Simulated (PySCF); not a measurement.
# Correlation energy of Cr (chromium, neutral)

[Ar] 3d4 4s1 4p1, one real determinant (an excited configuration). Calculation: PySCF 2.14, in def2-QZVPPD; the non-relativistic Hamiltonian (point nucleus). Frozen: [Ar]; 6 electrons correlated.

| level | correlation energy (mhartree) |
| --- | --- |
| CCSD | -73.66 |
| (T) | -1.39 |
| CCSD(T) | -75.05 |

Diagnostics: T1 = 0.14, D1 = 0.4932, largest double amplitude 0.056.

The real determinant used has ⟨L²⟩ near 8 against 12 for a pure F term, so it mixes terms. T1 exceeds 0.03, a sign that the reference determinant is poor.

Cost of the coupled-cluster step: of the order of 20 core-seconds, for 6 correlated electrons.

Iterations:

```
CC2 = 0
CCSD nocc = (np.int64(6), np.int64(0)), nmo = (84, 84)
frozen orbitals [[0, 1, 2, 3, 4, 5, 6, 7, 8], [0, 1, 2, 3, 4, 5, 6, 7, 8]]
max_cycle = 100
direct = 0
conv_tol = 1e-08
conv_tol_normt = 1e-06
diis_space = 8
diis_start_cycle = 0
Init t2, MP2 energy = -0.0622270795192017
Init E_corr(UCCSD) = -0.062227079530347
cycle = 1  E_corr(UCCSD) = -0.0683677803808764  dE = -0.00614070085  norm(t1,t2) = 0.0344647
cycle = 2  E_corr(UCCSD) = -0.0698012988333169  dE = -0.00143351845  norm(t1,t2) = 0.0178996
cycle = 3  E_corr(UCCSD) = -0.0707844374768393  dE = -0.000983138644  norm(t1,t2) = 0.012865
cycle = 4  E_corr(UCCSD) = -0.0708780234216447  dE = -9.35859448e-05  norm(t1,t2) = 0.0106922
cycle = 5  E_corr(UCCSD) = -0.0712817098236682  dE = -0.000403686402  norm(t1,t2) = 0.0101963
cycle = 6  E_corr(UCCSD) = -0.072580202859189  dE = -0.00129849304  norm(t1,t2) = 0.00912375
cycle = 7  E_corr(UCCSD) = -0.0729746718774849  dE = -0.000394469018  norm(t1,t2) = 0.00570579
cycle = 8  E_corr(UCCSD) = -0.073329901686252  dE = -0.000355229809  norm(t1,t2) = 0.00365474
cycle = 9  E_corr(UCCSD) = -0.0732935217888417  dE = 3.63798974e-05  norm(t1,t2) = 0.00279053
cycle = 10  E_corr(UCCSD) = -0.0734847454947884  dE = -0.000191223706  norm(t1,t2) = 0.00226044
cycle = 11  E_corr(UCCSD) = -0.0736000876143352  dE = -0.00011534212  norm(t1,t2) = 0.00178636
cycle = 12  E_corr(UCCSD) = -0.0736410427425038  dE = -4.09551282e-05  norm(t1,t2) = 0.00102181
cycle = 13  E_corr(UCCSD) = -0.0736802940795369  dE = -3.9251337e-05  norm(t1,t2) = 0.000477055
cycle = 14  E_corr(UCCSD) = -0.0736607397180765  dE = 1.95543615e-05  norm(t1,t2) = 0.000259552
cycle = 15  E_corr(UCCSD) = -0.0736623880282088  dE = -1.64831013e-06  norm(t1,t2) = 0.000106513
cycle = 16  E_corr(UCCSD) = -0.0736617965028471  dE = 5.91525362e-07  norm(t1,t2) = 5.84454e-05
cycle = 17  E_corr(UCCSD) = -0.0736613839819122  dE = 4.12520935e-07  norm(t1,t2) = 2.74126e-05
cycle = 18  E_corr(UCCSD) = -0.0736610318135867  dE = 3.52168325e-07  norm(t1,t2) = 1.28227e-05
cycle = 19  E_corr(UCCSD) = -0.073660949020178  dE = 8.27934088e-08  norm(t1,t2) = 5.58253e-06
cycle = 20  E_corr(UCCSD) = -0.0736608436413345  dE = 1.05378843e-07  norm(t1,t2) = 3.04838e-06
cycle = 21  E_corr(UCCSD) = -0.0736608551885003  dE = -1.15471658e-08  norm(t1,t2) = 1.19733e-06
cycle = 22  E_corr(UCCSD) = -0.0736608912444746  dE = -3.60559743e-08  norm(t1,t2) = 8.60379e-07
cycle = 23  E_corr(UCCSD) = -0.0736608987912278  dE = -7.54675319e-09  norm(t1,t2) = 4.93133e-07
UCCSD converged
E(UCCSD) = -1043.356074316093  E_corr = -0.07366089879122775
UCCSD(T) correction = -0.0013928472232488
```

The reference is one real determinant that mixes LS terms of this configuration.
